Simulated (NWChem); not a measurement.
Molecule: CBr, doublet; SMILES [C]Br

Computed with NWChem. Spin-unrestricted. The state is orbitally degenerate and is run as one real component. Geometry: optimised at PBE0-D3(BJ)/def2-TZVP, spin-unrestricted. No stability test was run on the SCF state. Level: PBE/def2-SVP with SMD (1 M gas to 1 M solution), gas-phase geometry. Reactions with the solvent are ignored.

### Question
What does the run give for solvent toluene? Quantities: solvation free energy (kcal/mol); cavity-dispersion-structure term (kcal/mol); dipole in solution (D).

### Answer
The solvation free energy (kcal/mol) is 0.9, the cavity-dispersion-structure term (kcal/mol) comes out as 1.8 and the dipole in solution (D) comes out as 2.30.
